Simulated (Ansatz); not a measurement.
Input and output for `FC(F)C(F)C(F)F`.

```yaml
crystal:
  periodic: [false, false, false]
  atoms:
    - {symbol: F, position_ang: [-2.389933, -0.199795, -0.032263]}
    - {symbol: C, position_ang: [-1.134928, -0.433451, 0.397711]}
    - {symbol: F, position_ang: [-0.859990, -1.746887, 0.197450]}
    - {symbol: C, position_ang: [-0.159546, 0.394824, -0.419379]}
    - {symbol: F, position_ang: [-0.400133, 1.714656, -0.162338]}
    - {symbol: C, position_ang: [1.281966, 0.062615, -0.081070]}
    - {symbol: F, position_ang: [1.517144, 0.307213, 1.229503]}
    - {symbol: F, position_ang: [2.105528, 0.847263, -0.805119]}
    - {symbol: H, position_ang: [-1.081177, -0.215147, 1.467817]}
    - {symbol: H, position_ang: [-0.329689, 0.197502, -1.483363]}
    - {symbol: H, position_ang: [1.515959, -0.985795, -0.288350]}
basis:
  gaussian: {orbitals: def2-mTZVP}
hamiltonian: {xc: {name: HF}, pseudopotentials: {relativity: none}}
output: {forces: true}
```

```sh
$ ansatz run in.yaml --threads 4 --pin off --events-out ev --progress --plain --max-ram 11315MiB
```

Output, abridged:

```
Functional definition: HF
1370 factors; integrals over basis functions are off by at most 1.2e-3 eV
mean field evaluation 1: about -16669.8862 eV, gradient 4.7e1 eV
mean field evaluation 2: about -16670.0590 eV, gradient 4.7e1 eV
mean field evaluation 4: about -16674.4095 eV, gradient 4.5e0 eV
mean field evaluation 8: about -16674.4721 eV, gradient 2.8e-1 eV
mean field -16674.47243767 eV, -612.7755597209 hartree, gradient 1.4e-5 eV, S^2 0.000000; 0 other end points of the search recorded, 0 dependent functions left out
reference -16674.47243767 eV, -612.7755597209 hartree; 33, 33 occupied and 128, 128 virtual orbitals, 1370 factors
Total energy: -16674.47243767 eV, -612.7755597209 hartree
Atom 0 at    -2.389933    -0.199795    -0.032263 Å, force     0.744124    -0.226271     0.216544 eV/Å
Atom 1 at    -1.134928    -0.433451     0.397711 Å, force    -0.451047    -0.223277     0.385737 eV/Å
Atom 2 at    -0.859990    -1.746887     0.197450 Å, force    -0.213177     0.766583     0.070896 eV/Å
Atom 3 at    -0.159546     0.394824    -0.419379 Å, force    -0.142419     0.312677    -0.402719 eV/Å
Atom 4 at    -0.400133     1.714656    -0.162338 Å, force     0.095743    -0.650528    -0.115915 eV/Å
Atom 5 at     1.281966     0.062615    -0.081070 Å, force     0.595909    -0.014817     0.140725 eV/Å
Atom 6 at     1.517144     0.307213     1.229503 Å, force    -0.081548    -0.118551    -0.779770 eV/Å
Atom 7 at     2.105528     0.847263    -0.805119 Å, force    -0.474568    -0.467182     0.483861 eV/Å
Atom 8 at    -1.081177    -0.215147     1.467817 Å, force    -0.076325    -0.176295    -0.616738 eV/Å
Atom 9 at    -0.329689     0.197502    -1.483363 Å, force     0.088316     0.166681     0.487394 eV/Å
Atom 10 at     1.515959    -0.985795    -0.288350 Å, force    -0.085009     0.630980     0.129985 eV/Å
Dipole moment:     0.036470    -0.346560    -0.079034 e Å
```

Run time 0.8 s (4 threads of an AMD EPYC 9R45 on a shared host); peak host memory 0.61 GiB.
